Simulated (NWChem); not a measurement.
Species: RbF; SMILES [F][Rb]

Results from NWChem. The geometry was optimised at PBE-D3(BJ)/def2-SVP. def2 effective core potentials on Rb; no spin-orbit coupling.

Taking PBE/def2-QZVP as the yardstick, which of these has the fewest basis functions while keeping “highest occupied level (eV)” within 0.05 eV of it: PBE/def2-TZVPD; PBE/def2-SVP; PBE/def2-TZVP; PBE/def2-SVPD; PBE/def2-TZVPP?

PBE/def2-SVPD (a larger set in the list lies outside the tolerance).
| level | basis functions | highest occupied level (eV) |
|---|---|---|
| PBE/def2-SVP | 38 | -3.96 |
| PBE/def2-SVPD | 50 | -4.52 |
| PBE/def2-TZVP | 64 | -4.38 |
| PBE/def2-TZVPP | 71 | -4.39 |
| PBE/def2-TZVPD | 73 | -4.52 |
| PBE/def2-QZVP | 106 | -4.52 |

The yardstick is one finite set, not the basis-set limit.
